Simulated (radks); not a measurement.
Results of a calculation; reference values are marked as such.
Question: The oxygen ion O+, [He] 2s2 2p3. Code: a radial shooting solver on a logarithmic mesh with Libxc functionals. Model: non-relativistic Kohn-Sham, exchange-only PBE, spin-polarised, spherical densities, point nucleus. Every spin shell is full or empty, so the densities are truly spherical. Functionals are evaluated on that one density, not self-consistently. Rank these orbital-free kinetic functionals by their error against the exact value of the orbitals, and give that value: Thomas-Fermi, von Weizsacker, TF + vW, TF + vW/9, TF + vW/5, LC94, APBEK, Perdew 92, Pearson, Ernzerhof.

Answer: Exact: 74.3108 hartree. From best to worst, with 100 (|E| - |E exact|)/|E exact| (equal figures are ties): LC94 +0.13, Perdew 92 -0.18, TF + vW/9 -0.20, APBEK +0.21, Ernzerhof +1.18, Pearson -2.98, TF + vW/5 +6.79, Thomas-Fermi -8.94, von Weizsacker -21.36, TF + vW +69.70.
